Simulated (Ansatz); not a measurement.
System: sum formula H4SiNO3, charge -1, multiplicity 1. It need not be the lowest isomer of its formula. Whether it binds its extra electron was not tested at this geometry. 
Structure (B3LYP-D3(BJ)/def2-TZVP (Ansatz, a program for electronic structure) minimum search):
```
Si
O 1 1.5550
O 1 1.6932 2 121.14
H 3 0.9605 1 109.13 2 -79.62
O 1 1.7173 2 111.13 3 -116.46
H 5 0.9620 1 105.06 2 -9.06
N 1 1.7607 2 114.73 6 -120.10
H 7 1.0107 1 112.70 2 38.22
H 7 1.0120 8 109.14 1 -129.78
```
Charge -1, spin multiplicity 1.

Basis-set convergence of Hartree-Fock and MP2 correlation energies (hartree) with Ansatz. Correlated levels leave the core frozen unless marked. Spin-orbit coupling is left out. No relativistic terms. This anion needs diffuse functions, which these sets lack.

| basis | functions | E(HF) | E(corr, MP2) |
|---|---|---|---|
| cc-pV(D+d)Z | 99 | -570.48924 | -0.83357 |
| cc-pV(T+d)Z | 215 | -570.62726 | -1.07163 |
| cc-pV(Q+d)Z | 404 | ___ | ___ |

### Question
Some entries are withheld; supply them.

### Answer

- cc-pV(Q+d)Z, E(HF): -570.66037
- cc-pV(Q+d)Z, E(corr, MP2): -1.15985
